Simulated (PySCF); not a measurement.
# Cobalt: a sound run and one with changed settings

Sound run: Co⁺ [Ar] 3d8, Co²⁺ [Ar] 3d7. Computed with PySCF 2.14 in aug-cc-pVDZ-DK, with scalar relativity by spin-free X2C-1e. In the sound run the correlated levels freeze [Ar]. The sound run starts from symmetry-adapted Hartree-Fock orbitals and uses a fine grid where one is needed.

Changed run: basis STO-3G, all-electron and non-relativistic. This setting is unsound on purpose.

| species | method | sound run (hartree) | changed run (hartree) | converged |
| --- | --- | --- | --- | --- |
| Co⁺ | UHF | -1391.57516 | -1364.93075 | yes |
| Co⁺ | B3LYP | -1392.99031 | -1365.95744 | yes |
| Co⁺ | r2SCAN | -1392.91980 | -1366.01987 | yes |
| Co⁺ | MP2 | -1391.82053 | -1364.92939 | yes |
| Co²⁺ | UHF | -1391.05154 | -1365.36838 | yes |
| Co²⁺ | B3LYP | -1392.35005 | -1366.31107 | yes |
| Co²⁺ | r2SCAN | -1392.28562 | -1366.36683 | yes |
| Co²⁺ | MP2 | -1391.20376 | -1365.36885 | yes |

Ionisation energy of Co⁺:

| method | sound run (eV) | changed run (eV) |
| --- | --- | --- |
| UHF | 14.248 | -11.909 |
| B3LYP | 17.423 | -9.623 |
| r2SCAN | 17.257 | -9.441 |
| MP2 | 16.783 | -11.958 |
| SCS-MP2 | 16.645 | -11.957 |

A minimal basis cannot let orbitals breathe on ionisation and holds almost no correlation. The Hamiltonian changed with the basis, so the totals do not compare. A negative ionisation energy or a positive MP2 energy shows that the occupation asked for is not the lowest one in this basis.

For comparison, NIST gives 17.084 eV between the lowest levels.
